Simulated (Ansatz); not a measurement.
C2H6OZn, charge -1, doublet, at a GFN2-xTB geometry (such geometries of metal compounds can be far from the true shape) (a state made from the parent by changing its charge; the spin is typed, not shown lowest) (a gas-phase anion, which may not be bound at this level); CAM-B3LYP/6-31G** run with Ansatz (a first-principles code).

Input for Ansatz:
Ansatz 0.2 input:
```yaml
crystal:
  periodic: [false, false, false]
  atoms:
    - {symbol: Zn, position_ang: [0.58546058, 0.55080796, 0.08695897]}
    - {symbol: C, position_ang: [-0.38837776, -1.30315216, -1.03237670]}
    - {symbol: C, position_ang: [-1.80118420, -1.04894133, -1.53447059]}
    - {symbol: H, position_ang: [-0.41886505, -2.10825297, -0.28824323]}
    - {symbol: H, position_ang: [0.22038041, -1.67851984, -1.87166753]}
    - {symbol: H, position_ang: [-1.80997002, -0.27063761, -2.30335162]}
    - {symbol: H, position_ang: [-2.44386489, -0.71548549, -0.71811260]}
    - {symbol: H, position_ang: [-2.28021872, -1.94305266, -1.97928690]}
    - {symbol: O, position_ang: [0.22724664, 0.41242839, 2.13860545]}
    - {symbol: H, position_ang: [0.48811948, 1.00484365, 2.84413311]}
basis:
  gaussian:
    orbitals: 6-31G__.json
hamiltonian:
  xc: cam_b3lyp
total_charge: -1
magnetization: {spin_polarized: true, initial_magnetization: 1}
```
The basis file holds 6-31G** in the JSON format of the Basis Set Exchange.

**Question.** Write the output that Ansatz gives for this input, abridged.

**Answer.** 
```
Functional definition: CAM-B3LYP
1056 factors; integrals over basis functions are off by at most 9.5e-4 eV
275 factors; integrals over basis functions are off by at most 1.9e-4 eV
mean field evaluation 1: about -52626.6341 eV, gradient 2.8e1 eV
mean field evaluation 2: about -52621.4098 eV, gradient 4.8e1 eV
mean field evaluation 4: about -52629.7231 eV, gradient 2.6e0 eV
mean field evaluation 8: about -52629.8748 eV, gradient 3.3e-1 eV
mean field evaluation 16: about -52629.8777 eV, gradient 1.6e-3 eV
mean field -52629.87772125 eV, -1934.1123324435 hartree, gradient 2.8e-5 eV, S^2 0.758502; 0 other end points of the search recorded, 0 dependent functions left out
reference -52629.87784924 eV, -1934.1123371471 hartree; 29, 28 occupied and 82, 83 virtual orbitals, 1056 factors
Total energy: -52629.87784924 eV, -1934.1123371471 hartree
```
